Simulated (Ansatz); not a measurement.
A CCSD(T) single point on C₂H₈GeSi (`[SiH3]/C=[CH]/[GeH3]`).

```yaml
crystal:
  periodic: [false, false, false]
  atoms:
    - {symbol: Si, position_ang: [-0.325708, 2.295287, 0.130359]}
    - {symbol: C, position_ang: [-0.294562, 0.497446, -0.358511]}
    - {symbol: C, position_ang: [0.301109, -0.447799, 0.371116]}
    - {symbol: Ge, position_ang: [0.340808, -2.325786, -0.127339]}
    - {symbol: H, position_ang: [0.402157, 2.455666, 1.416592]}
    - {symbol: H, position_ang: [0.320730, 3.136541, -0.913514]}
    - {symbol: H, position_ang: [-1.726020, 2.773661, 0.290128]}
    - {symbol: H, position_ang: [-0.788129, 0.206811, -1.287119]}
    - {symbol: H, position_ang: [0.796026, -0.164385, 1.299972]}
    - {symbol: H, position_ang: [-0.410573, -2.489058, -1.458525]}
    - {symbol: H, position_ang: [-0.331868, -3.184517, 0.958158]}
    - {symbol: H, position_ang: [1.793129, -2.808967, -0.287117]}
basis:
  gaussian: {orbitals: def2-SVP}
correlation: {method: ccsd_t}
```

```sh
$ ansatz run in.yaml --threads 4 --pin off --events-out ev --progress --plain --max-ram 10444MiB
```

The program prints (abridged):

```
Functional definition: HF
1183 factors; integrals over basis functions are off by at most 1.5e-3 eV
mean field evaluation 1: about -66509.0089 eV, gradient 2.4e1 eV
mean field evaluation 2: about -66509.0512 eV, gradient 2.4e1 eV
mean field evaluation 4: about -66511.2458 eV, gradient 3.3e0 eV
mean field evaluation 8: about -66511.2825 eV, gradient 1.5e-1 eV
mean field evaluation 16: about -66511.2394 eV, gradient 4.7e-1 eV
mean field -66511.28259677 eV, -2444.2445524647 hartree, gradient 5.8e-6 eV, S^2 0.000000; 0 other end points of the search recorded, 0 dependent functions left out
16 core orbitals not correlated: weight in the atoms' cores, before any rotation towards them, 1.000 or more for the frozen orbitals, at most 0.000 for the correlated occupied ones
reference -66511.28259677 eV, -2444.2445524647 hartree; 17, 17 occupied and 85, 85 virtual orbitals, 1183 factors
second order -16.44452536 eV of doubles, -0.00000000 eV of singles
cycle   1  -17.14217796 eV  change   -7.0e-1 eV  update   1.0e-1
cycle   2  -17.78966873 eV  change   -6.5e-1 eV  update   3.3e-2
cycle   3  -17.87094563 eV  change   -8.1e-2 eV  update   1.4e-2
cycle   4  -17.87126770 eV  change   -3.2e-4 eV  update   4.0e-3
cycle   5  -17.87165080 eV  change   -3.8e-4 eV  update   1.2e-3
cycle   6  -17.87142567 eV  change    2.3e-4 eV  update   3.1e-4
cycle   7  -17.87148445 eV  change   -5.9e-5 eV  update   8.9e-5
cycle   8  -17.87151015 eV  change   -2.6e-5 eV  update   2.6e-5
perturbative correction -0.58176465 eV, -0.0213794565 hartree
Total energy: -66529.73587157 eV, -2444.9226978056 hartree
```

Hardware: 4 threads of an Intel Xeon Platinum 8559C on a shared host. Wall time 3.8 s, peak host memory 0.62 GiB.

MP2 recovers 89.1 % of the CCSD(T) correlation energy and the triples give 3.2 %; T1 = 0.0110.
